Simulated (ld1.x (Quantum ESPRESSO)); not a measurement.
# Which setting gave this result? (tantalum (Ta), TM)

Base potential:

ld1.x (Quantum ESPRESSO) 7.5 input, shortened:

```
&input
   title='Ta', zed=73., rel=1, dft='PBE', iswitch=3,
   config='[Xe] 4f14 5d3 5f-2 6s1 6p0'
 /
 &inputp
   pseudotype=2, tm=.true., lloc=-1, rcloc=1.55,
   nlcc=.true.
 /
4
6S  1  0   1.00   0.00  1.95  1.95  0.0
5P  2  1   6.00   0.00  1.60  1.60  0.0
5D  3  2   3.00   0.00  1.65  1.65  0.0
5F  4  3  -2.00   0.20  1.75  1.75  0.0
 &test
   configts(1)='5p6 5d3 6s1 6p0'
 /
```

Cutoffs, loose and tight: the cutoffs (Ry, on a coarse ladder) from which the occupation-weighted sum of valence levels, in a spherical-Bessel basis at the reference potential, stays within 10 and 1 mRy of its value at 400 Ry. They do not see the model core or the augmentation charge, which bear on the density cutoff. Test errors are all-electron minus pseudo excitation energies from the reference, over the configurations 5p6 5d3 6s2 6p0; 5p6 5d3 6s0 6p0; 5p6 5d2 6s0 6p0; 5p5 5d3 6s2 6p0; 5p6 5d4 6s1 6p0; 5p6 5d3 6s1.5 6p0; 5p6 5d3 6s1 6p1; variants that change the core or the reference have their own tests. The largest error is taken over the tests solved by every variant that gives reliable tests at all, those not shown here included: 5p6 5d2 6s0 6p0; 5p6 5d3 6s0 6p0; 5p6 5d3 6s1 6p1.

Only the scale of all radii but the core radius (base = 1) is moved (1 further runs of the sweep failed or gave no value and are left out):

```tsv
scale of all radii but the core radius (base = 1)	cutoff, loose	cutoff, tight	bound ghosts	largest test error (meV)
0.89	80 Ry	110 Ry	f, s	-58
1.04	45 Ry	80 Ry	f, s	-34
1.22	30 Ry	45 Ry	p, s	-288
1.38	30 Ry	40 Ry	s	+50
```

Task: One more run gave cutoff, loose: 40 Ry; cutoff, tight: 70 Ry; bound ghosts: s; largest test error (meV): -30. Which value of the scale of all radii but the core radius (base = 1) was used?

Result: 1.1. The tight cutoff moves one way along this sweep, from 110 Ry at 0.89 to 40 Ry at 1.38, which places the run between 1.04 and 1.22.
